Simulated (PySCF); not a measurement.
# Cost of excited-state runs on `c1ccc(C#C)cp1`, C7H5P

Molfile (atoms numbered from 1):
```
C7H5P
     RDKit          3D

 13 13  0  0  0  0  0  0  0  0999 V2000
    3.2036   -0.0374   -0.0699 C   0  0  0  0  0  0  0  0  0  0  0  0
    2.0074    0.0400   -0.0060 C   0  0  0  0  0  0  0  0  0  0  0  0
    0.5950    0.1420    0.0739 C   0  0  0  0  0  0  0  0  0  0  0  0
   -0.1825   -0.8667   -0.4972 C   0  0  0  0  0  0  0  0  0  0  0  0
   -1.5649   -0.8453   -0.4657 C   0  0  0  0  0  0  0  0  0  0  0  0
   -2.3015    0.1605    0.1268 C   0  0  0  0  0  0  0  0  0  0  0  0
   -1.6405    1.5547    0.9205 P   0  0  0  0  0  0  0  0  0  0  0  0
    0.0498    1.2467    0.7163 C   0  0  0  0  0  0  0  0  0  0  0  0
    4.2487   -0.1084   -0.1285 H   0  0  0  0  0  0  0  0  0  0  0  0
    0.3241   -1.6904   -0.9801 H   0  0  0  0  0  0  0  0  0  0  0  0
   -2.0960   -1.6650   -0.9338 H   0  0  0  0  0  0  0  0  0  0  0  0
   -3.3820    0.0892    0.1009 H   0  0  0  0  0  0  0  0  0  0  0  0
    0.7345    1.9805    1.1251 H   0  0  0  0  0  0  0  0  0  0  0  0
  1  2  3  0
  2  3  1  0
  3  4  1  0
  4  5  2  0
  5  6  1  0
  6  7  2  0
  7  8  1  0
  8  3  2  0
  1  9  1  0
  4 10  1  0
  5 11  1  0
  6 12  1  0
  8 13  1  0
M  END
```

PySCF with density fitting, on 1 thread of an Arm Neoverse V2, shared host. Command: `OMP_NUM_THREADS=1 python excited_run.py task.json out`

Problem. How long does this run take, and how much memory?
- magnetisability and related constants, wB97X-D/pcSseg-1; isotopologues

Solution. 
```tsv
run	level	basis functions	wall time	peak memory (GiB)
magnetisability and related constants	wB97X-D/pcSseg-1	168	25 s	0.8
```
Times from a shared host are rough.
